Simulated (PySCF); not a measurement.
**Electronic absorption of C5H4O2S**

C5H4O2S.
SMILES with atom numbers: `[O:1]=[C:2]([OH:3])[c:4]1[cH:5][cH:6][s:7][cH:8]1` (hydrogens: H9 on O3; H10 on C5; H11 on C6; H12 on C8)

Structure used (PBE0-D3(BJ)/def2-SVP), in Å, numbered top down from 1:
```xyz
12
C5H4O2S angstrom
O      1.8330   -1.4741   -0.6379
C      1.4930   -0.3631   -0.3169
O      2.3595    0.6544   -0.1982
C      0.1045    0.0295   -0.0160
C     -0.9799   -0.8966   -0.0774
C     -2.1718   -0.3134    0.2462
S     -1.9814    1.3569    0.6229
C     -0.2977    1.2940    0.3510
H      3.2321    0.2921   -0.4129
H     -0.8492   -1.9436   -0.3510
H     -3.1587   -0.7721    0.2857
H      0.3290    2.1763    0.4680
```

Method used: TDDFT CAM-B3LYP/def2-SVPD, vertical, gas phase, core orbitals frozen in the response in PySCF.

| state | E (eV) | λ (nm) | f | \|μ\| (D) | main configurations (H = HOMO, L = LUMO) |
| --- | --- | --- | --- | --- | --- |
| S1 | 5.37 | 231.1 | 0.026 | 1.13 | H→L (79%), H-1→L (12%) |
| S2 | 5.37 | 230.7 | 0.0005 | 0.16 | H-2→L (79%), H-2→L+1 (14%) |
| S3 | 5.64 | 219.9 | 0.198 | 3.04 | H-1→L (73%), H→L (14%), H→L+1 (10%) |
| S4 | 6.50 | 190.7 | 0.0027 | 0.33 | H→L+3 (37%), H→L+2 (18%), H-1→L+3 (18%) |
| S5 | 6.60 | 187.8 | 0.343 | 3.70 | H→L+1 (58%), H-1→L+1 (28%), H-1→L (8%) |
| S6 | 6.61 | 187.6 | 0.0033 | 0.36 | H-1→L+3 (33%), H-1→L+2 (18%), H→L+3 (17%) |
| S7 | 6.95 | 178.4 | 0.195 | 2.72 | H-1→L+1 (64%), H→L+1 (27%) |
| S8 | 7.00 | 177.1 | 0.0011 | 0.21 | H→L+2 (38%), H→L+3 (28%), H→L+5 (18%) |
| S9 | 7.31 | 169.5 | 0.0076 | 0.52 | H-1→L+2 (35%), H-1→L+3 (26%), H-1→L+4 (22%) |
| S10 | 7.43 | 166.8 | 0.0048 | 0.41 | H-2→L+1 (45%), H-4→L (31%), H-2→L (11%) |

Triplets, Tamm–Dancoff:

```
state  E (eV)  λ (nm)  main configurations (H = HOMO, L = LUMO)
   T1    3.63   341.1                     H→L (80%), H→L+1 (9%)
   T2    4.37   283.7                  H-1→L (81%), H→L+1 (10%)
   T3    4.94   250.9                H-2→L (77%), H-2→L+1 (15%)
   T4    5.00   247.9       H→L+1 (63%), H→L (13%), H-1→L (10%)
```

The lowest singlet comes at 231 nm (518 kJ/mol) in the ultraviolet; it is weak; its leading configuration is HOMO→LUMO (79%). The strongest level in the table is S5 at 6.60 eV (188 nm, f = 0.343). S1/S2 and S5/S6 lie within about 0.01 eV of each other in each set. Löwdin shares by element: HOMO carbon 85% or more (atoms not listed hold the other 15%); LUMO carbon 53% or more, sulfur 18% (atoms not listed hold the other 29%). The listed states span 2.07 eV, and the widest gap between neighbours is 0.87 eV (S3 to S4). Orbital energies (eV): HOMO-3 -11.04, HOMO-2 -9.84, HOMO-1 -8.95, HOMO -8.65, LUMO -0.36, LUMO+1 0.91, LUMO+2 0.97. The oscillator strengths of these states sum to 0.782; summed over the whole spectrum of an exact calculation they would give the number of electrons, 66 (Thomas–Reiche–Kuhn). The vertical ionisation energy (ΔSCF) is 9.35 eV, 1.92 eV above S10. The window holds the lowest 10 singlets.

Hardware: one thread, Arm Neoverse V2, shared host. Cost: 3.9 min.

One conformer stands for the species.
